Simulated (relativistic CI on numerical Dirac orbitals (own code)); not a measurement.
How well does a small relativistic CI reproduce Pr?

Computed by Dirac-Coulomb-Breit CI, KLI orbitals optimised for each configuration, model QED (radiative potential, 1s self-energy scaled to tabulated hydrogen-like ionisation energies), valence Slater integrals scaled by 0.85, P86 correlation energy added to each configuration (own radial code, finite nucleus).

Configuration list (outside the closed core [Xe]): 4f3 6s2, 4f2 6s2 5d, 4f2 6s 5d2, 4f3 6s 6p, 4f2 6s2 6p, 4f3 6s 5d, 4f2 6s2 7p, 4f2 6s 6p2, 4f2 6s2 8s, 4f3 5d 6p, 4f 6s2 5f 6d, 4f2 6s2 7d, 4f2 6s2 5g, 4f2 6s 5d 7s, 4f2 6s 7s2, 4f 6s2 5d2, 6s2 5d3, 4f 6s 5d2 6p, 6s2 5d2 6p, 4f 6s 5d3, 6s2 5d2 7p, 6s2 5d2 8s. Double excitations out of closed p, d and f shells are left out; levels of such configurations are missing from the list, as are those of other unlisted configurations, and high levels can miss mixing partners.

```csv
Configuration,Term (tabulated),J,Measured (cm⁻¹),Computed,Error,Purity (%)
4f3 6s2,4I°,9/2,0.0,0,0,95
4f3 6s2,4I°,11/2,1376.6,1500,123,98
4f3 6s2,4I°,13/2,2846.8,3103,256,99
4f3 6s2,4I°,15/2,4381.1,4775,393,98
4f2 6s2 5d,4I,9/2,4432.2,-5824,-10256,64
4f2 6s2 5d,4K,11/2,4866.5,-6055,-10921,63
4f2 6s2 5d,2H,9/2,5822.9,-4492,-10315,61
4f2 6s2 5d,4I,11/2,6313.2,-4332,-10645,75
4f2 6s2 5d,4H,7/2,6535.5,-3514,-10050,61
4f2 6s 5d2,6L,11/2,6714.2,-7912,-14626,89
4f2 6s 5d2,6L,13/2,7630.2,-7092,-14722,91
4f2 6s2 5d,4I,13/2,7951.3,-2790,-10741,70
```

Measured levels from NIST Handbook of Basic Atomic Spectroscopic Data (Sansonetti and Martin, J. Phys. Chem. Ref. Data 34, 1559 (2005)); pairs were made by configuration, J and term (by order where the table uses no LS term), so strongly mixed levels may be paired wrongly.

Mean error by configuration (cm⁻¹): 4f3 6s2 257; 4f2 6s2 5d -10488; 4f2 6s 5d2 -14674. Over the excited levels the mean absolute error is 8459 cm⁻¹ (11 of the 15 excited levels that our extract of the source holds in range could be paired, and the others can miss by more), and the median relative error of those above 1,000 cm⁻¹ is 170 %. Some levels of the ground configuration have no partner.
